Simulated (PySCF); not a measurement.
# Do core-level shifts follow atomic charges?

Species: C7H18OSi.
SMILES with atom numbers: `[CH3:1][CH:2]([CH3:3])[O:4][SiH2:5][C:6]([CH3:7])([CH3:8])[CH3:9]`

Binding energies: PySCF, delta-SCF UKS SCAN, pcX-2 on the ionised atom, pcseg-1 elsewhere, spin-free X2C. Charges: PBE0/pcSseg-1 ground-state density, for the ionised atom.

| atom | environment | C 1s (eV) | Mulliken (e) | IAO (e) | Hirshfeld (e) | ESP (e) |
| --- | --- | --- | --- | --- | --- | --- |
| C6 | sp3 carbon bound to silicon | 289.97 | -0.744 | -0.213 | -0.059 | +0.545 |
| C7 | methyl carbon | 290.24 | -0.196 | -0.405 | -0.117 | -0.537 |
| C1 | methyl carbon | 290.46 | -0.233 | -0.413 | -0.122 | -0.640 |
| C2 | sp3 carbon bound to oxygen | 292.05 | -0.027 | +0.115 | +0.054 | +0.668 |

Question: Give the correlation coefficient and slope of binding energy on charge for each scheme.

Answer: Hirshfeld: r = 0.84, slope 9.6 eV per e; IAO: r = 0.83, slope 3.1 eV per e; Mulliken: r = 0.73, slope 2.2 eV per e; ESP: r = 0.46, slope 0.6 eV per e. On 4 points no scheme stands out.

Question: The point-charge model writes a binding energy as kq + V + constant, with V the potential of the other atoms' charges at the site. What does it give with the ESP charges?

Answer: V = Σ 14.40 eV Å × q/r over all other atoms: -7.47 eV at C6, +7.30 eV at C7, +8.77 eV at C1, -9.98 eV at C2. Fitting binding energy − V to q gives k = 14.7 eV per e and leaves an rms residual of 0.99 eV, against 0.72 eV for the fit on q alone. The model has no term for differences in relaxation between sites.

Isolated species at its PBE0-D3(BJ)/def2-SVP geometry (one conformer only).

Shape of the structure used: `[CH3:1][CH:2]([CH3:3])[O:4][SiH2:5][C:6]([CH3:7])([CH3:8])[CH3:9]`: C1–C2–O4–Si5 -156°, C2–O4–Si5–C6 166°, O4–Si5–C6–C7 -60°.
